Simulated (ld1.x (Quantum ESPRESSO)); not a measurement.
Building the ultrasoft potential for Cr (PBE, scalar-relativistic).

ld1.x (Quantum ESPRESSO) 7.5 was run on this input:

```
&input
   title='Cr', zed=24., rel=1, dft='PBE', iswitch=3,
   config='[Ar] 3d5 4s1 4p0',
   nld=3, rlderiv=2.40, eminld=-7.0, emaxld=5.0, deld=0.02
 /
 &inputp
   pseudotype=3, tm=.true., lloc=-1, rcloc=1.40,
   nlcc=.false.,
   which_augfun='PSQ', rmatch_augfun_nc=.true.,
   file_pseudopw='Cr.UPF', file_wfcaegen='ae.wfc', file_wfcncgen='nc.wfc', file_beta='beta', file_chi='chi', file_wfcusgen='us.wfc'
 /
6
3S  1  0   2.00   0.00  1.45  1.65  0.0
4S  2  0   1.00   0.00  1.45  1.65  0.0
3P  2  1   6.00   0.00  2.05  2.20  0.0
4P  3  1   0.00   0.00  2.05  2.20  0.0
3D  3  2   5.00   0.00  1.70  1.90  0.0
3D  3  2   0.00   1.85  1.70  1.90  0.0
 &test
   configts(1)='3s2 3p6 3d5 4s1 4p0'
 /
```

Command:

```bash
ld1.x < Cr.in > Cr.out
```

Resulting log (shortened: banner, matrices, multipoles, cross overlaps and the repeated all-electron block are left out):

```
Program LD1 v.7.5
     --------------------------- All-electron run ----------------------------

     Cr
     scalar relativistic calculation

     atomic number is 24.00
     dft =PBE   lsd =0 sic =0 latt =0  beta=0.20 tr2=1.0E-14
     Exchange-correlation= PBE
                           (   1   4   3   4   0   0   0)
     mesh =1183 r(mesh) =  99.18097 a.u. xmin = -7.00 dx = 0.01250
     1 Ry =  13.60569312 eV, c = 137.03599908

     n l     nl                  e(Ry)          e(Ha)          e(eV)
     1 0     1S 1( 2.00)      -432.2430      -216.1215     -5880.9659
     2 0     2S 1( 2.00)       -49.0343       -24.5172      -667.1462
     2 1     2P 1( 6.00)       -41.2106       -20.6053      -560.6988
     3 0     3S 1( 2.00)        -5.4382        -2.7191       -73.9910
     3 1     3P 1( 6.00)        -3.3400        -1.6700       -45.4429
     3 2     3D 1( 5.00)        -0.2141        -0.1070        -2.9129
     4 0     4S 1( 1.00)        -0.2945        -0.1473        -4.0069
     4 1     4P 1( 0.00)        -0.0727        -0.0363        -0.9885

     final scf error:  2.9E-15 reached in  30 iterations

     Etot =   -2101.058399 Ry,   -1050.529200 Ha,  -28586.355814 eV

     Ekin =    2122.324354 Ry,    1061.162177 Ha,   28875.693865 eV
     Encl =   -5013.937674 Ry,   -2506.968837 Ha,  -68218.097330 eV
     Eh   =     887.776586 Ry,     443.888293 Ha,   12078.815786 eV
     Exc  =     -97.221665 Ry,     -48.610832 Ha,   -1322.768135 eV

     normalization and overlap integrals

     s(1S/1S) =  1.000000  <r> =   0.0636  <r2> =    0.0054  r(max) =   0.0417
     s(2S/2S) =  1.000000  <r> =   0.2931  <r2> =    0.1015  r(max) =   0.2428
     s(2P/2P) =  1.000000  <r> =   0.2598  <r2> =    0.0831  r(max) =   0.1988
     s(3S/3S) =  1.000000  <r> =   0.9019  <r2> =    0.9400  r(max) =   0.7764
     s(3P/3P) =  1.000000  <r> =   0.9660  <r2> =    1.1034  r(max) =   0.7961
     s(3D/3D) =  1.000000  <r> =   1.5165  <r2> =    3.3298  r(max) =   0.8369
     s(4S/4S) =  1.000000  <r> =   3.4357  <r2> =   13.7956  r(max) =   2.7441
     s(4P/4P) =  1.000000  <r> =   5.2574  <r2> =   33.3166  r(max) =   3.9430

     ------------------------ End of All-electron run ------------------------

     --------------------- Generating US pseudopotential ---------------------

      Generating local potential from pseudized AE potential:
      Matching radius rcloc =   1.4000

      Local pseudo, rcloc= 1.415 Estimated cut-off energy=    12.44 Ry
      Wfc-us  3S rcutus= 1.644  Estimated cut-off energy=    20.46 Ry
      Wfc-us  4S rcutus= 1.644  Estimated cut-off energy=    42.18 Ry
      Wfc-us  3P rcutus= 2.219  Estimated cut-off energy=    17.96 Ry
      Wfc-us  4P rcutus= 2.219  Estimated cut-off energy=    13.85 Ry
      Wfc-us  3D rcutus= 1.910  Estimated cut-off energy=    31.63 Ry
      Wfc-us  3D rcutus= 1.910  Estimated cut-off energy=    59.00 Ry

     Q pseudized with Bessel functions
     Expected ecutrho=     151.1486 due to l1=  2   l2=  2

     ------------------- End of pseudopotential generation -------------------

     Computing logarithmic derivative in   2.40660
     Computing logarithmic derivative in   2.40660
     Computing the partial wave expansion
     R is outside the sphere for l=    0 j= 0.00
     R is outside the sphere for l=    0 j= 0.00
     R is outside the sphere for l=    1 j= 0.00
     R is outside the sphere for l=    1 j= 0.00
     R is outside the sphere for l=    2 j= 0.00
     R is outside the sphere for l=    2 j= 0.00

     ---------------------- Testing the pseudopotential ----------------------

     Cr
     scalar relativistic calculation

     atomic number is 24.00   valence charge is 14.00
     dft =PBE   lsd =0 sic =0 latt =0  beta=0.20 tr2=1.0E-14
     mesh =1183 r(mesh) =  99.18097 xmin = -7.00 dx = 0.01250

     n l     nl             e AE (Ry)        e PS (Ry)    De AE-PS (Ry)
     1 0     3S   1( 2.00)       -5.43824       -5.43823       -0.00001
     2 1     3P   1( 6.00)       -3.33999       -3.33998       -0.00001
     3 2     3D   1( 5.00)       -0.21409       -0.21409       -0.00000
     2 0     4S   1( 1.00)       -0.29450       -0.29450       -0.00000
     3 1     4P   1( 0.00)       -0.07265       -0.07265       -0.00000

     eps = 6.8E-15  iter =  6

     Etot =   -2101.058399 Ry,   -1050.529200 Ha,  -28586.355814 eV
     Etotps =  -173.627862 Ry,     -86.813931 Ha,   -2362.327414 eV

     Ekin =      24.244847 Ry,      12.122423 Ha,     329.867944 eV
     Encl =    -366.106175 Ry,    -183.053088 Ha,   -4981.128272 eV
     Ehrt =     147.258820 Ry,      73.629410 Ha,    2003.558318 eV
     Ecxc =     -19.548955 Ry,      -9.774477 Ha,    -265.977076 eV
     Epseu=      40.523600 Ry,      20.261800 Ha,     551.351672 eV

     ---------------------- End of pseudopotential test ----------------------
```

Generation and configuration tests took about 3.4 s on one core of a shared server CPU.

Transferability test of the new file with ld1.x, input:

```
&input
   title='Cr', zed=24., rel=1, dft='PBE', iswitch=2,
   config='[Ar] 3d5 4s1 4p0'
 /
 &test
   file_pseudo='Cr.UPF', nconf=8,
   configts(1)='3s2 3p6 3d5 4s1 4p0',
   configts(2)='3s2 3p6 3d5 4s0 4p0',
   configts(3)='3s2 3p6 3d4 4s0 4p0',
   configts(4)='3s2 3p6 3d3 4s0 4p0',
   configts(5)='3s2 3p6 3d2 4s0 4p0',
   configts(6)='3s2 3p6 3d4 4s1 4p0',
   configts(7)='3s2 3p6 3d4 4s2 4p0',
   configts(8)='3s2 3p6 3d5.5 4s0.5 4p0'
 /
```

```bash
ld1.x < Cr.test.in > Cr.test.out
```

Pseudopotential blocks of its output, shortened (energy terms left out; the distinct warnings before each block abridged to one line each):

```
     ---------------------- Testing the pseudopotential ----------------------

     n l     nl             e AE (Ry)        e PS (Ry)    De AE-PS (Ry)
     1 0     3S   1( 2.00)       -5.43824       -5.43823       -0.00001
     2 1     3P   1( 6.00)       -3.33999       -3.33998       -0.00001
     3 2     3D   1( 5.00)       -0.21409       -0.21409       -0.00000
     2 0     4S   1( 1.00)       -0.29450       -0.29450       -0.00000
     3 1     4P   1( 0.00)       -0.07265       -0.07265       -0.00000

     eps = 6.8E-15  iter =  6

     Etot =   -2101.058399 Ry,   -1050.529200 Ha,  -28586.355814 eV
     Etotps =  -173.627862 Ry,     -86.813931 Ha,   -2362.327414 eV

     ---------------------- End of pseudopotential test ----------------------

          Warning: n=3, l=1 expected 1 nodes, found 0
     ---------------------- Testing the pseudopotential ----------------------

     n l     nl             e AE (Ry)        e PS (Ry)    De AE-PS (Ry)
     1 0     3S   1( 2.00)       -5.95220       -5.95198       -0.00022
     2 1     3P   1( 6.00)       -3.85684       -3.85710        0.00026
     3 2     3D   1( 5.00)       -0.72577       -0.72624        0.00047
     2 0     4S   1( 0.00)       -0.73147       -0.73143       -0.00004
     3 1     4P   1( 0.00)       -0.44104       -0.44104        0.00000

     eps = 7.2E-15  iter =  9

     Etot =   -2100.551196 Ry,   -1050.275598 Ha,  -28579.454958 eV
     Etotps =  -173.120644 Ry,     -86.560322 Ha,   -2355.426351 eV
     dEtot_ae =       0.507204 Ry
     dEtot_ps =       0.507219 Ry,   Delta E=      -0.000015 Ry

     ---------------------- End of pseudopotential test ----------------------

          Warning: n=2, l=1 expected 0 nodes, found 1
     ---------------------- Testing the pseudopotential ----------------------

     n l     nl             e AE (Ry)        e PS (Ry)    De AE-PS (Ry)
     1 0     3S   1( 2.00)       -6.99316       -6.99221       -0.00095
     2 1     3P   1( 6.00)       -4.88474       -4.88263       -0.00211
     3 2     3D   1( 4.00)       -1.67988       -1.67880       -0.00108
     2 0     4S   1( 0.00)       -1.37009       -1.37079        0.00069
     3 1     4P   1( 0.00)       -0.98872       -0.98872        0.00000

     eps = 5.2E-15  iter =  9

     Etot =   -2099.371357 Ry,   -1049.685678 Ha,  -28563.402430 eV
     Etotps =  -171.941027 Ry,     -85.970514 Ha,   -2339.376854 eV
     dEtot_ae =       1.687043 Ry
     dEtot_ps =       1.686835 Ry,   Delta E=       0.000207 Ry

     ---------------------- End of pseudopotential test ----------------------

          Warning: n=1, l=0 expected 0 nodes, found 1
     Warning: n=3, l=2 expected 0 nodes, found 1
     ---------------------- Testing the pseudopotential ----------------------

     n l     nl             e AE (Ry)        e PS (Ry)    De AE-PS (Ry)
     1 0     3S   1( 2.00)       -8.28423       -8.29496        0.01073  !
     2 1     3P   1( 6.00)       -6.15492       -6.15856        0.00363
     3 2     3D   1( 3.00)       -2.87533       -2.87774        0.00241
     2 0     4S   1( 0.00)       -2.13084       -2.13410        0.00327
     3 1     4P   1( 0.00)       -1.66504       -0.77925       -0.88580  !

     eps = 2.5E-15  iter = 22

     Etot =   -2097.111372 Ry,   -1048.555686 Ha,  -28532.653770 eV
     Etotps =  -169.681246 Ry,     -84.840623 Ha,   -2308.630960 eV
     dEtot_ae =       3.947027 Ry
     dEtot_ps =       3.946617 Ry,   Delta E=       0.000411 Ry

     ---------------------- End of pseudopotential test ----------------------

          ---------------------- Testing the pseudopotential ----------------------

     n l     nl             e AE (Ry)        e PS (Ry)    De AE-PS (Ry)
     1 0     3S   1( 2.00)       -9.75943       -9.80095        0.04153  !
     2 1     3P   1( 6.00)       -7.60492       -7.62446        0.01954  !
     3 2     3D   1( 2.00)       -4.26285       -4.27395        0.01111  !
     2 0     4S   1( 0.00)       -2.99021       -2.99952        0.00931  !
     3 1     4P   1( 0.00)       -2.44832       -2.49840        0.05007  !

     eps = 2.7E-15  iter = 20

     Etot =   -2093.556959 Ry,   -1046.778479 Ha,  -28484.293517 eV
     Etotps =  -166.119531 Ry,     -83.059766 Ha,   -2260.171364 eV
     dEtot_ae =       7.501440 Ry
     dEtot_ps =       7.508331 Ry,   Delta E=      -0.006891 Ry

     ---------------------- End of pseudopotential test ----------------------

          ---------------------- Testing the pseudopotential ----------------------

     n l     nl             e AE (Ry)        e PS (Ry)    De AE-PS (Ry)
     1 0     3S   1( 2.00)       -6.31195       -6.31091       -0.00104
     2 1     3P   1( 6.00)       -4.20377       -4.20143       -0.00235
     3 2     3D   1( 4.00)       -1.01463       -1.01299       -0.00164
     2 0     4S   1( 1.00)       -0.83821       -0.83842        0.00021
     3 1     4P   1( 0.00)       -0.51648       -0.51648        0.00000

     eps = 6.7E-15  iter = 12

     Etot =   -2100.471365 Ry,   -1050.235683 Ha,  -28578.368807 eV
     Etotps =  -173.041508 Ry,     -86.520754 Ha,   -2354.349651 eV
     dEtot_ae =       0.587034 Ry
     dEtot_ps =       0.586355 Ry,   Delta E=       0.000679 Ry

     ---------------------- End of pseudopotential test ----------------------

          ---------------------- Testing the pseudopotential ----------------------

     n l     nl             e AE (Ry)        e PS (Ry)    De AE-PS (Ry)
     1 0     3S   1( 2.00)       -5.73024       -5.72959       -0.00066
     2 1     3P   1( 6.00)       -3.62119       -3.61897       -0.00222
     3 2     3D   1( 4.00)       -0.44061       -0.43891       -0.00170
     2 0     4S   1( 2.00)       -0.36103       -0.36117        0.00015
     3 1     4P   1( 0.00)       -0.10368       -0.10368        0.00000

     eps = 2.8E-15  iter = 16

     Etot =   -2101.065740 Ry,   -1050.532870 Ha,  -28586.455691 eV
     Etotps =  -173.636101 Ry,     -86.818050 Ha,   -2362.439499 eV
     dEtot_ae =      -0.007341 Ry
     dEtot_ps =      -0.008238 Ry,   Delta E=       0.000897 Ry

     ---------------------- End of pseudopotential test ----------------------

          ---------------------- Testing the pseudopotential ----------------------

     n l     nl             e AE (Ry)        e PS (Ry)    De AE-PS (Ry)
     1 0     3S   1( 2.00)       -5.34104       -5.34137        0.00033
     2 1     3P   1( 6.00)       -3.24635       -3.24705        0.00070
     3 2     3D   1( 5.50)       -0.14274       -0.14289        0.00015
     2 0     4S   1( 0.50)       -0.27284       -0.27265       -0.00019
     3 1     4P   1( 0.00)       -0.06427       -0.06417       -0.00010

     eps = 1.7E-15  iter = 15

     Etot =   -2101.005039 Ry,   -1050.502520 Ha,  -28585.629816 eV
     Etotps =  -173.574566 Ry,     -86.787283 Ha,   -2361.602281 eV
     dEtot_ae =       0.053360 Ry
     dEtot_ps =       0.053296 Ry,   Delta E=       0.000063 Ry

     ---------------------- End of pseudopotential test ----------------------
```
